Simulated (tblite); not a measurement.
Run record: tight-binding relaxation, `FB(F)c1ncc(-c2cccs2)s1`.

Computed with GFN2-xTB geometry optimisation, gas phase (tblite 0.8.0). Start geometry: from a force field or distance geometry. The input is one job of a driver script: a line of settings, then coordinates in Å.

Input:
```
{"job": {"kind": "relax", "xc": "GFN2-xTB", "basis": "xTB"}, "charge": 0, "multiplicity": 1}
F      5.401000    -0.554800     0.704500
B      4.171100    -1.280600     0.977000
F      4.119800    -1.847000     2.339200
C      2.870300    -0.780500     0.341300
N      2.470500    -0.325700    -0.767400
C      1.260700     0.035600    -1.070500
C      0.277700    -0.059400    -0.136400
C     -1.205200     0.391300    -0.503300
C     -2.116000     0.242700     0.501900
C     -3.393200     0.616700     0.217300
C     -3.620000     1.085500    -1.040800
S     -1.878800     0.937000    -1.726600
S      1.187200    -0.725000     1.263700
H      1.009200     0.434400    -2.091300
H     -1.828600    -0.141400     1.491600
H     -4.210200     0.546500     0.971100
H     -4.522300     1.436800    -1.481200
```

Output:
```
step      E/eV     max force
  0   -1008.88099   12.500
  1   -1011.30354    2.551
  2   -1011.71997    2.074
  3   -1012.05192    2.927
  4   -1012.25707    1.367
  5   -1012.42415    0.936
  6   -1012.52759    1.353
  7   -1012.70163    1.182
  8   -1012.77198    0.607
  9   -1012.82693    0.614
... (48 lines left out)
 58   -1012.91326    0.034
 59   -1012.91345    0.033
 60   -1012.91364    0.036
 61   -1012.91380    0.034
 62   -1012.91390    0.023
 63   -1012.91396    0.024
 64   -1012.91402    0.022
 65   -1012.91408    0.018
 66   -1012.91412    0.015
 67   -1012.91415    0.009
```

«max force» is the largest atomic force in eV/Å.

Question: From which step on does the largest force stay under 0.1 eV/Å, and how much energy is left to gain from there?

Answer: From step 46 (0.051 eV/Å), 2.1 meV above the end.

Main results: energy lowered by 93.0 kcal/mol over 67 steps; largest atomic force 0.009 eV/Å at the end.

The run took 0.6 s wall on Arm Neoverse V2, one thread, shared host with 32 logical CPUs at a one-minute load of 19.
Labels such as C1 count atoms from 1, the log's own numbers from 0.
